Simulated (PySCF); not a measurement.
# Structure elucidation problem

Molecular formula: C₇H₁₂N₂Si. Simulated spectra:

¹H NMR (600 MHz, computed): δ 7.98 (m, 1H), 7.74 (m, 1H), 6.78 (m, 1H), 5.87 (m, 1H), 5.35 (m, 1H), 5.32 (sept, 1H), 0.49 (d, 6H).

¹³C{¹H} NMR (computed): δ 149.1 (CH), 135.4 (CH), 135.0 (CH), 127.7 (C), 116.0 (CH2), -0.7 (CH3, 2C).

How the numbers were obtained: σ from GIAO-PBE0/pcSseg-1, geometry: GFN2-xTB, in PySCF (no solvent, non-relativistic, one computed conformer, rapidly exchanging positions averaged).

δ = σ(ref) − σ, references computed at the same level: TMS for ¹H (σref 31.72), ¹³C (σref 186.93).

Which candidate is it?
A. C[Si](C)(C)c1ccnnc1
B. Cc1ccccc1NN[SiH3]
C. C=Cc1cnn([SiH](C)C)c1
D. C[Si](C)(C)c1cccnn1

Answers

C. 

- The formula gives 4 degrees of unsaturation (1 ring in the answer).
- 6 carbon signals for 7 carbons: some carbons are equivalent by symmetry or fast rotation.
- Carbon types of the structure: 1 × C, 3 × CH, 1 × CH2, 2 × CH3, leaving 1 H on heteroatoms.
- δC 149.1, 135.0: aromatic CH next to a ring nitrogen.
- δC 135.4: alkene CH; the olefinic region.
- δC 127.7: substituted aromatic carbon.
- δC 116.0: terminal =CH2 carbon; the olefinic region.
- δH 5.87, 5.35: hydrogen on a terminal =CH2 carbon; olefinic region.

The others: C[Si](C)(C)c1cccnn1 would give 5 carbon signals, not 6; C[Si](C)(C)c1ccnnc1 would give 5 carbon signals, not 6; Cc1ccccc1NN[SiH3] would give 7 carbon signals, not 6.

Shifts are as computed. Against solution values, carbons near 30 ppm lie about +3 ppm off and those near 130 ppm about +5 ppm. Of 1211 compounds with measured shifts, 218 miss one by over three times the rms of a fit or turn the order of signals round; such compounds aren't used in these exercises. No couplings were computed; multiplicities are counted from neighbouring protons, with m where these are inequivalent, close in shift, in a saturated or five-membered ring or joined by F or P, and br s for small geminal =CH2 splittings.
